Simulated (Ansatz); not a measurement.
Program: Ansatz. Geometries: PBE0-D4/def2-TZVP. ΔE: electronic, gas phase. CCSD(T)/CBS adds triple-zeta CCSD(T) − MP2 to the extrapolated MP2 energy (def2 sets, frozen cores). DFT in def2-TZVPP. Elements past krypton have def2 core potentials. For Te outer-core shells are correlated without core-valence functions, which leaves a few kJ/mol of doubt a bond. One conformer a species, not always the lowest.

Consider the ligand exchange at the Si–C bond: `O[SiH2]C[SiH](O)O` + H₂Te → `O[SiH2][TeH]` + `C[SiH](O)O`.

| level | ΔE (kcal/mol) |
| --- | --- |
| PBE-D4 | -11.5 |
| PBE0-D4 | -11.2 |
| PBE0 | -12.2 |
| HF/def2-TZVPP | -12.1 |
| SCS-MP2/def2-TZVPP | -10.6 |
| CCSD/def2-TZVPP | -9.5 |
| CCSD(T)/def2-TZVPP | -9.3 |
| HF/def2-QZVPP | -12.2 |

Task: What does CCSD(T)/CBS give? (Estimate.)

Result: Computed: -11.1 kcal/mol. The listed levels differ from it by -0.4, -0.1, -1.1, -1.0, 0.5, 1.6, 1.8, -1.1 kcal/mol.

Largest T1 diagnostic among the species: 0.011.

In def2-TZVPP, CCSD(T) changes the Hartree–Fock value by +2.8 kcal/mol (the triples alone add +0.2 kcal/mol) and MP2 by +1.2 kcal/mol. The D4 term adds +1.6 kcal/mol with B3LYP and +0.9 kcal/mol with PBE0; it sums over pairs of atoms, weighted by their polarisabilities, and B3LYP, whose exchange is more repulsive, gets the larger term.

B3LYP here is the variant with VWN-RPA as its local correlation; programs differ in this.
